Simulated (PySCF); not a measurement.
# Basis-set dependence of population analyses: Me2Si(SMe)2

Compound: Me2Si(SMe)2, C4H12S2Si.
Cartesian coordinates in Å at the PBE0-D3(BJ)/def2-SVP level; atoms count from 1:
```xyz
19
C4H12S2Si angstrom
C      1.779    0.619    1.835
S      1.167    1.396    0.306
Si     0.108   -0.257   -0.573
C      1.210   -1.735   -0.889
C     -0.637    0.435   -2.143
S     -1.382   -0.961    0.809
C     -2.335    0.570    1.063
H      2.044    1.427    2.530
H      2.673    0.009    1.640
H      0.993   -0.004    2.288
H      0.633   -2.556   -1.342
H      1.656   -2.107    0.045
H      2.026   -1.457   -1.575
H     -1.270    1.310   -1.932
H     -1.256   -0.331   -2.637
H      0.156    0.748   -2.841
H     -2.957    0.422    1.955
H     -1.655    1.419    1.229
H     -2.988    0.779    0.204
```

PBE0 throughout (PySCF), one geometry, spherical d and f functions. One conformer (not necessarily the lowest) at the PBE0-D3(BJ)/def2-SVP geometry, without solvent, vibrations or thermal averaging. Atoms taken as equivalent share a column and are averaged.

Mulliken charges (e):

```
        basis  functions   C1/C7   S2/S6     Si3   C4/C5  H8 (×6)  H11 (×6)
       STO-3G         59  -0.319  -0.046  +0.570  -0.400   +0.083    +0.077
     pcSseg-0         99  -0.907  -0.204  +1.206  -1.158   +0.284    +0.271
        6-31G         99  -0.754  -0.058  +0.682  -0.811   +0.220    +0.208
       6-31G*        134  -0.696  -0.130  +0.593  -0.758   +0.221    +0.208
      cc-pVDZ        170  -0.187  -0.214  +0.330  -0.238   +0.085    +0.073
     def2-SVP        170  -0.168  -0.287  +0.494  -0.304   +0.089    +0.082
     pcSseg-1        200  -0.402  -0.291  +0.723  -0.607   +0.160    +0.153
  aug-cc-pVDZ        281  +0.332  -0.276  +1.739  +0.559   -0.175    -0.320
6-311+G(2d,p)        285  -0.653  +0.064  +0.450  -0.715   +0.185    +0.175
    def2-TZVP        307  -0.357  -0.218  +0.338  -0.478   +0.149    +0.146
```

IAO charges (e):

| basis | functions | C1/C7 | S2/S6 | Si3 | C4/C5 | H8 (×6) | H11 (×6) |
| --- | --- | --- | --- | --- | --- | --- | --- |
| STO-3G | 59 | -0.487 | -0.044 | +0.730 | -0.630 | +0.131 | +0.135 |
| pcSseg-0 | 99 | -0.507 | -0.189 | +0.798 | -0.714 | +0.168 | +0.169 |
| 6-31G | 99 | -0.514 | -0.187 | +0.791 | -0.710 | +0.168 | +0.170 |
| 6-31G* | 134 | -0.495 | -0.196 | +0.898 | -0.714 | +0.158 | +0.161 |
| cc-pVDZ | 170 | -0.490 | -0.193 | +0.900 | -0.712 | +0.156 | +0.159 |
| def2-SVP | 170 | -0.481 | -0.193 | +0.905 | -0.706 | +0.153 | +0.156 |
| pcSseg-1 | 200 | -0.493 | -0.195 | +0.912 | -0.719 | +0.157 | +0.160 |
| aug-cc-pVDZ | 281 | -0.498 | -0.200 | +0.909 | -0.726 | +0.160 | +0.163 |
| 6-311+G(2d,p) | 285 | -0.506 | -0.196 | +0.929 | -0.736 | +0.161 | +0.164 |
| def2-TZVP | 307 | -0.508 | -0.196 | +0.941 | -0.740 | +0.161 | +0.164 |

Some averages cover members that differ in this geometry, most widely: H8 (×6), Mulliken in aug-cc-pVDZ -0.226 to -0.146; H11 (×6), Mulliken in aug-cc-pVDZ -0.353 to -0.274; H8 (×6), Mulliken in 6-31G +0.207 to +0.234 e.

Question: Which scheme is steadiest as the basis changes?

Answer: Largest range over the bases for any column: IAO 0.21 e, Mulliken 1.72 e. IAO charges move least and Mulliken charges most, counted in e. Without the minimal STO-3G basis the ranges are IAO 0.15, Mulliken 1.72 e.

Question: How much do the charges still move between the two largest bases, 6-311+G(2d,p) and def2-TZVP?

Answer: At most, over all atoms: Mulliken 0.299 e, IAO 0.011 e.

Question: What do the same runs give for the total energy, the frontier levels and the dipole moment?

Answer: 
| basis | energy (Eh) | HOMO (eV) | LUMO (eV) | μ (D) |
| --- | --- | --- | --- | --- |
| STO-3G | -1231.0146 | -3.21 | 5.64 | 0.50 |
| pcSseg-0 | -1243.3743 | -6.98 | 0.86 | 0.46 |
| 6-31G | -1244.8314 | -6.72 | 0.94 | 0.58 |
| 6-31G* | -1244.9526 | -6.60 | 0.81 | 0.41 |
| cc-pVDZ | -1245.0185 | -6.56 | 0.87 | 0.35 |
| def2-SVP | -1244.5593 | -6.60 | 0.96 | 0.31 |
| pcSseg-1 | -1244.9470 | -6.76 | 0.58 | 0.27 |
| aug-cc-pVDZ | -1245.0364 | -6.68 | -0.21 | 0.22 |
| 6-311+G(2d,p) | -1245.0946 | -6.68 | -0.07 | 0.18 |
| def2-TZVP | -1245.1113 | -6.67 | 0.44 | 0.16 |

The dipole is fixed by the density alone, so its range of 0.42 D shows that the density itself changes with the basis, not only its division among atoms.
